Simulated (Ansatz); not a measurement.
Geometry optimisation, Ansatz 0.2.0, RHF/def2-SVP.

input.yaml

```yaml
crystal:
  periodic: [false, false, false]
  atoms:
    - { symbol: C, position_ang: [-0.417, 1.1266, -0.9195] }
    - { symbol: C, position_ang: [-0.3049, -0.2942, -0.6764] }
    - { symbol: O, position_ang: [-0.6864, -1.1, -1.5311] }
    - { symbol: Sn, position_ang: [0.6175, -0.9664, 1.1429] }
    - { symbol: H, position_ang: [-0.0924, 1.7505, -0.0828] }
    - { symbol: H, position_ang: [0.1112, 1.4757, -1.8362] }
    - { symbol: H, position_ang: [-1.5122, 1.4069, -1.0867] }
    - { symbol: H, position_ang: [0.6379, -2.7097, 1.1342] }
    - { symbol: H, position_ang: [-0.4368, -0.4059, 2.526] }
    - { symbol: H, position_ang: [2.1663, -0.3346, 1.3327] }
basis:
  gaussian: { orbitals: def2-SVP }
hamiltonian:
  xc: hf
relax:
  f_tol: 0.02
  max_steps: 40
scf:
  lower_state_search: "off"
```

Command:

```bash
$ ansatz run input.yaml --threads 1 --pin off --max-ram 2048MiB --backend cpu --events-out ev --progress --plain --runs-dir out
```

Where does it end, and by what steps?

The run converged. After 18 steps the energy has fallen by 0.449 eV; H7 moved furthest, 0.86 Å.

| step | energy less start (eV) | largest force component (eV/Å) | accepted |
| --- | --- | --- | --- |
| 0 | 0.0000 | 3.874 | yes |
| 1 | -0.1045 | 2.219 | yes |
| 2 | -0.3356 | 1.489 | yes |
| 3 | -0.3933 | 0.647 | yes |
| 4 | -0.4004 | 0.283 | yes |
| 5 | -0.4105 | 0.284 | yes |
| 6 | -0.4303 | 0.057 | yes |
| 7 | -0.3808 | 1.226 | no |
| 8 | -0.4383 | 0.058 | yes |
| 9 | -0.4338 | 0.351 | no |
| 10 | -0.4416 | 0.049 | yes |
| 11 | -0.4443 | 0.043 | yes |
| 12 | -0.4459 | 0.164 | yes |
| 13 | -0.4480 | 0.056 | yes |
| 14 | -0.4484 | 0.033 | yes |
| 15 | -0.4483 | 0.056 | no |
| 16 | -0.4486 | 0.021 | yes |
| 17 | -0.4485 | 0.072 | no |
| 18 | -0.4486 | 0.018 | yes |

```xyz
10
Properties=species:S:1:pos:R:3
C -0.445 1.189 -0.983
C -0.518 -0.266 -0.580
O -1.204 -1.044 -1.157
Sn 0.663 -1.008 1.156
H -0.746 1.821 -0.144
H 0.584 1.452 -1.238
H -1.098 1.371 -1.836
H 0.785 -2.701 1.023
H -0.153 -0.576 2.596
H 2.218 -0.289 1.166
```

Run time: 51 s on 1 thread of Arm Neoverse V1 (shared host), peak memory 0.19 GiB.
